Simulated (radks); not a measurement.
Question: Coherent X-ray form factor from a spherical all-electron density. Calculated with a radial shooting solver on a logarithmic mesh with Libxc functionals: scalar-relativistic Kohn-Sham, LB94 model potential, spin-polarised, spherical densities, finite nucleus; Fermi nuclear charge, rms radius of each element as measured or else 0.836 A^(1/3) + 0.57 fm.

sin(theta)/lambda (1/angstrom),f0 (electrons)
0.05,52.625
0.1,51.539
0.15,49.853
0.2,47.720
0.25,45.312
0.3,42.784
0.4,37.826
0.5,33.397
0.6,29.618
0.8,23.811
1,19.902
1.25,16.780
1.5,14.552
2,10.756

The species is in the configuration that NIST lists as its ground one. Which atom or ion scatters so?

Answer: The promethium ion Pm8+, [Kr] 4d10 4f3 5s2 5p2. Extrapolating in s^2 from the first two rows gives f0(0) = 53.0, near the electron count 53; among species with that count, the fall with angle is slower the higher Z, and the table is that of Z = 61; from so few rows the species is fixed only to a neighbour or two.
